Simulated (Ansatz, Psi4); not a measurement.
Input for Psi4:
```
memory 2 GB

molecule {
0 2
  Y     0.00000000    0.00000000    0.00000000
}

set basis def2-svpd
set reference uks
set scf_type pk
set puream true
set d_convergence 1e-8
set dft_radial_points 99
set dft_spherical_points 590

energy('b3lyp5')
print_variables()
```

Give the equivalent Ansatz (a first-principles code) input.

One answer among several that fit: 
Ansatz 0.2 input:
```yaml
crystal:
  periodic: [false, false, false]
  atoms:
    - {symbol: Y, position_ang: [0.00000000, 0.00000000, 0.00000000]}
basis:
  gaussian:
    orbitals: def2-SVPD
hamiltonian:
  xc: b3lyp5
magnetization: {spin_polarized: true, initial_magnetization: 1}
accuracy: high
```

Both were run: Psi4 gave -38.189500 Eh and Ansatz -38.189500 Eh, 0.000 mEh apart.
